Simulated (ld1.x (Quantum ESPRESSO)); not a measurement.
Before and after: TM semilocal potential for Br

ld1.x (Quantum ESPRESSO) 7.5 input, shortened:

```
&input
   title='Br', zed=35., rel=1, dft='PBE', iswitch=3,
   config='[Ar] 3d10 4s1.5 4p5.5 4d-2'
 /
 &inputp
   pseudotype=1, tm=.true., lloc=1,
   nlcc=.false.
 /
3
4S  1  0   1.50   0.00  1.35  1.35  0.0
4D  3  2  -2.00  -0.10  1.10  1.10  0.0
4P  2  1   5.50   0.00  1.25  1.25  0.0
 &test
   configts(1)='4s1.5 4p5.5'
 /
```

Change: functional LDA (PZ).

Cutoffs: the cutoffs (Ry, on a coarse ladder) from which the occupation-weighted sum of valence levels, in a spherical-Bessel basis at the reference potential, stays within 10 and 1 mRy of its value at 400 Ry; they do not see the model core or the augmentation charge, which bear on the density cutoff. Errors are all-electron minus pseudo energies relative to the spin-unpolarised reference configuration.

Question: What does the change do?

Answer: The potential gets neither clearly harder nor softer (80 Ry and 140 Ry → 80 Ry and 160 Ry); both files keep a bound ghost (d); the number of tests with a reliable result goes from 7 to 9; of the 7 tests that both files solve, the error grows in 5 and shrinks in 1 by more than 15 % and 0.3 meV (median size 4.5 → 9.2 meV). A semilocal file is local in each channel, so a ghost entry of none says nothing of the separable form that plane-wave codes build from it.

| quantity | base | changed |
| --- | --- | --- |
| cutoff, loose | 80 Ry | 80 Ry |
| cutoff, tight | 140 Ry | 160 Ry |
| loose cutoff by channel (10 mRy a level) | s 35 Ry, p 55 Ry | s 35 Ry, p 60 Ry |
| bound ghosts | d | d |
| error for 4s2 4p5, meV [ΔE -6.16 → -6.18 eV] | +3.3 | +2.8 |
| error for 4s2 4p4, meV [ΔE 6.39 → 6.53 eV] | -0.2 | +2.6 |
| error for 4s2 4p3, meV [ΔE 29.15 → 29.47 eV] | -8.1 | +17 |
| error for 4s1 4p6, meV [ΔE 6.21 → 6.23 eV] | +2.1 | +1.8 |
| error for 4s1 4p5, meV [ΔE 19.40 → 19.57 eV] | +4.5 | +9.2 |
| error for 4s2 4p2, meV [ΔE 63.14 → 63.69 eV] | -27 | +60 |
| error for 4s2 4p1, meV [ΔE 109.16 → 110.04 eV] | -63 | +153 |
| s: phases at 1.49 bohr within 0.05 rad from the reference energy up to (Ry; the scan ends near 5) | to the end of the scan | to the end of the scan |
| p: phases at 1.49 bohr within 0.05 rad from the reference energy up to (Ry; the scan ends near 5) | 3.1 | 3.1 |
| d: phases at 1.49 bohr within 0.05 rad from the reference energy up to (Ry; the scan ends near 5) | n/a | n/a |

 A true bound ghost makes a file unfit for plane-wave use even where its test errors are small: the radial tests pick states by their node count and pass the ghost by.
